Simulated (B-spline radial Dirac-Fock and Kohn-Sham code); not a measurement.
## Ionisation of each subshell: Tb²⁹⁺

System: Tb²⁹⁺ in the configuration [Ar] 3d10 4s2 4p6; nuclear rms radius 5.06 fm (A = 159).

Method: ΔSCF Dirac-Fock with Breit, self-energy and vacuum polarisation, finite nucleus, configuration average. Computed with a radial atomic solver. The model has no electron correlation. Energies are counted from the vacuum level.

All terms are in eV, carry their sign (relaxation lowers the binding energy) and add up to the binding energy; ⟨r⟩ is the mean radius of the orbital in the initial state.

```tsv
subshell	−ε (Koopmans)	relaxation	Breit	QED	binding energy	⟨r⟩ (bohr)
K	53348.6	-55.88	-150.50	-77.44	53064.8	0.022
L1	9833.2	-23.17	-16.14	-10.63	9783.3	0.091
L2	9376.7	-27.08	-26.38	0.38	9323.6	0.076
L3	8627.5	-24.97	-16.79	-0.78	8584.9	0.083
M1	3007.0	-5.39	-3.00	-2.41	2996.2	0.236
M2	2810.2	-6.01	-4.98	0.06	2799.2	0.225
M3	2648.7	-5.40	-2.99	-0.18	2640.2	0.238
M4	2316.0	-7.03	-2.13	0.22	2307.1	0.211
M5	2281.1	-6.75	-1.35	0.12	2273.1	0.214
N1	1301.5	-0.66	-0.86	-0.70	1299.3	0.493
N2	1212.7	-0.72	-1.38	0.02	1210.7	0.494
N3	1166.4	-0.64	-0.82	-0.05	1164.9	0.513
```

For the deepest level, K (1s), the Breit terms make up -0.284 % of the binding energy, QED -0.146 % and orbital relaxation -0.105 %.

Spin-orbit splittings: 2p 738.7 eV, 3p 159.1 eV, 3d 33.99 eV, 4p 45.74 eV.

Going to the tabulated ground configuration of the next ion removes an electron from N3 (4p3/2), computed at 1164.9 eV. NIST lists 1165 ± 4 eV as the ionisation energy of this species (theoretical), +0.07 eV from the computed value, within the stated uncertainty.
